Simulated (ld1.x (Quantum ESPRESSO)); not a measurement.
# u(r) = r·R(r): atom against pseudo-atom (tantalum)

Columns: radius, all-electron u(r) and pseudo u(r) of the 6p shell (level -1.39 eV) of tantalum in the configuration [Kr] 4d10 4f14 5s2 5p6 5d3.5 6s1.5 6p0; LDA (PZ), scalar-relativistic, PAW scheme, ld1.x (Quantum ESPRESSO) 7.5.

```json
{"r (bohr)": "0.132", "all-electron": "-0.0726", "pseudo": "-0.0293"}
{"r (bohr)": "0.265", "all-electron": "0.0414", "pseudo": "-0.1124"}
{"r (bohr)": "0.398", "all-electron": "0.1123", "pseudo": "-0.2329"}
{"r (bohr)": "0.530", "all-electron": "0.0363", "pseudo": "-0.3666"}
{"r (bohr)": "0.663", "all-electron": "-0.0738", "pseudo": "-0.4898"}
{"r (bohr)": "0.795", "all-electron": "-0.1542", "pseudo": "-0.5783"}
{"r (bohr)": "0.928", "all-electron": "-0.1918", "pseudo": "-0.6175"}
{"r (bohr)": "1.060", "all-electron": "-0.1914", "pseudo": "-0.6011"}
{"r (bohr)": "1.193", "all-electron": "-0.1636", "pseudo": "-0.5325"}
{"r (bohr)": "1.325", "all-electron": "-0.1186", "pseudo": "-0.4252"}
{"r (bohr)": "1.458", "all-electron": "-0.0636", "pseudo": "-0.2947"}
{"r (bohr)": "1.590", "all-electron": "-0.0049", "pseudo": "-0.1608"}
{"r (bohr)": "1.723", "all-electron": "0.0546", "pseudo": "-0.0364"}
{"r (bohr)": "1.855", "all-electron": "0.1115", "pseudo": "0.0673"}
{"r (bohr)": "1.988", "all-electron": "0.1654", "pseudo": "0.1492"}
{"r (bohr)": "2.120", "all-electron": "0.2146", "pseudo": "0.2109"}
{"r (bohr)": "2.252", "all-electron": "0.2592", "pseudo": "0.2590"}
{"r (bohr)": "2.385", "all-electron": "0.2994", "pseudo": "0.2994"}
{"r (bohr)": "2.518", "all-electron": "0.3348", "pseudo": "0.3348"}
{"r (bohr)": "2.650", "all-electron": "0.3655", "pseudo": "0.3655"}
{"r (bohr)": "2.782", "all-electron": "0.3920", "pseudo": "0.3920"}
{"r (bohr)": "2.915", "all-electron": "0.4147", "pseudo": "0.4147"}
{"r (bohr)": "3.048", "all-electron": "0.4337", "pseudo": "0.4337"}
{"r (bohr)": "3.180", "all-electron": "0.4491", "pseudo": "0.4491"}
{"r (bohr)": "3.312", "all-electron": "0.4615", "pseudo": "0.4615"}
{"r (bohr)": "3.445", "all-electron": "0.4711", "pseudo": "0.4711"}
```

Task: How many radial nodes do the two functions have?

Result: The all-electron 6p function has n − l − 1 = 4 (the table is too coarse to show those close to the nucleus); the pseudo-wave has 1, since 1 lower shell of the same l stays in the valence.

Task: At about which radius was the pseudo-wave matched?

Result: 2.40 bohr. The columns agree to 0.0005 from 2.25 bohr on; several derivatives are matched, so the curves merge somewhat inside the radius.

Task: Is the pseudo-wave norm-conserving?

Result: No, it belongs to a PAW set: the norm inside the radius is not constrained, and the difference is carried by the augmentation charge.
